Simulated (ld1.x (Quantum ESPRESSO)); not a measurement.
**Which setting gave this result? (In (Z = 49), PAW)**

Base potential:

- Element: In (Z = 49)
- Generator: ld1.x (Quantum ESPRESSO) 7.5
- Type: PAW
- Functional: PBE
- Relativity: scalar-relativistic
- Frozen core: [Kr]
- Valence charge: 13
- Reference configuration: 4d10 5s2 5p1
- Partial waves: 5s (bound): rcut 2.30, rcutus 2.60 bohr; 5s channel at 0.9 Ry: rcut 2.30, rcutus 2.60 bohr; 5p (bound): rcut 2.95, rcutus 3.35 bohr; 5p channel at 0.1 Ry: rcut 2.95, rcutus 3.35 bohr; 4d (bound): rcut 1.40, rcutus 1.85 bohr; 4d channel at -0.4 Ry: rcut 1.40, rcutus 1.85 bohr
- Local potential: all-electron potential smoothed inside 2.05 bohr (lloc = -1)
- Core correction: Bessel-smoothed model core, default radius (core density twice the valence density)
- Augmentation charge: BESSEL, radius 1.30 bohr

Cutoffs, loose and tight: the cutoffs (Ry, on a coarse ladder) from which the occupation-weighted sum of valence levels, in a spherical-Bessel basis at the reference potential, stays within 10 and 1 mRy of its value at 400 Ry. They do not see the model core or the augmentation charge, which bear on the density cutoff. Test errors are all-electron minus pseudo excitation energies from the reference, over the configurations 4d10 5s2 5p0; 4d10 5s1 5p0; 4d10 5s0 5p0; 4d10 5s2 5p0.5; 4d10 5s0 5p3; 4d10 5s1 5p1; 4d10 5s1 5p2; variants that change the core or the reference have their own tests.

Only the d radius is moved (1 further runs of the sweep failed or gave no value and are left out):

```csv
d radius (bohr),"cutoff, loose","cutoff, tight",bound ghosts,largest test error (meV)
1.42,70 Ry,110 Ry,none,+39
1.56,55 Ry,90 Ry,none,+39
1.76,40 Ry,70 Ry,none,+12
2.18,25 Ry,40 Ry,none,-9.5
2.4,18 Ry,30 Ry,none,-2.9 over the solved tests; 1 of 7 tests not solved or not reliable
2.64,15 Ry,25 Ry,none,test run stopped at test 2 of 7 (negative rho)
2.72,15 Ry,21 Ry,none,test run stopped at test 2 of 7 (negative rho)
```

Question: One more run gave cutoff, loose: 30 Ry; cutoff, tight: 50 Ry; bound ghosts: none; largest test error (meV): +8.1. Which value of the d radius was used?

Answer: 1.94 bohr. The tight cutoff moves one way along this sweep, from 110 Ry at 1.42 to 21 Ry at 2.72 bohr, which places the run between 1.76 and 2.18 bohr.
